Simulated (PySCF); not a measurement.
# From computed data to an observable: chemical shift, span and skew from a shielding tensor

[(E)-2-silylethenyl]silane (C2H8Si2), SMILES [SiH3]/C=C/[SiH3]. Atoms are numbered in the order given.

```xyz
12

Si     0.0351     2.3181     0.0000
C     -0.4434     0.5058     0.0000
C      0.4434    -0.5058     0.0000
Si    -0.0351    -2.3181     0.0000
H      1.5251     2.4284     0.0000
H     -0.5154     3.0092    -1.2073
H     -0.5154     3.0092     1.2073
H     -1.5159     0.2599     0.0000
H      1.5159    -0.2599     0.0000
H      0.5154    -3.0092     1.2073
H      0.5154    -3.0092    -1.2073
H     -1.5251    -2.4284     0.0000
```

Coordinates come from a PBE0-D3(BJ)/def2-SVP optimisation.

GIAO shieldings from PBE/pcSseg-1 in PySCF, non-relativistic, no solvent. The symmetric part of the tensor of C2 has the principal values -94.5, 12.6, 159.3 ppm. The same nucleus in TMS has σ = 182.0 ppm at this level (PySCF, at its B3LYP-D3(BJ)/def2-TZVP geometry).

### Question
Work out the isotropic shielding, the ¹³C shift against TMS, the span and the skew.

### Answer

σ(iso) = (σ11 + σ22 + σ33)/3 = 25.8 ppm. δ = σ(ref) − σ(iso) = 182.0 − (25.8) = 156.2 ppm.
Span Ω = σ33 − σ11 = 253.8 ppm. Skew κ = 3(σ(iso) − σ22)/Ω = 0.16. Tumbling in solution averages the tensor to δ; in a static solid the shielding alone would spread this spin-1/2 line over Ω.
